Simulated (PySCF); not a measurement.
Computed IR spectrum (relative IR intensity) of a molecule C2H8GeO. Coordinates come from a PBE0-D3(BJ)/def2-SVP optimisation. One conformer was computed; it need not be the lowest. These are PBE0-D3(BJ)/def2-SVP in PySCF 2.14.0 values and carry that method's errors. Frequencies are harmonic and unscaled.

Lines under 2 % of the strongest are left out, and lines within 2 cm⁻¹ are merged.

| ν (cm⁻¹) | relative intensity |
|---|---|
| 115 | 2.5 |
| 136 | 54 |
| 206 | 6.2 |
| 215 | 34 |
| 593 | 4.1 |
| 598 | 29 |
| 621 | 13 |
| 682 | 24 |
| 709 | 58 |
| 744 | 29 |
| 834 | 28 |
| 845 | 84 |
| 905 | 86 |
| 1250 | 14 |
| 1255 | 8.3 |
| 1433 | 2.8 |
| 1439 | 7.0 |
| 2165 | 100 |
| 3061 | 5.3 |
| 3168 | 6.5 |
| 3180 | 3.4 |
| 3912 | 38 |

Problem. Which molecule gave these data?
A. C[CH2][GeH2][OH]
B. CO[CH2][GeH3]
C. [CH3][GeH]([CH3])[OH]
D. [CH3][GeH2][CH2]O

Solution. C, [CH3][GeH]([CH3])[OH]
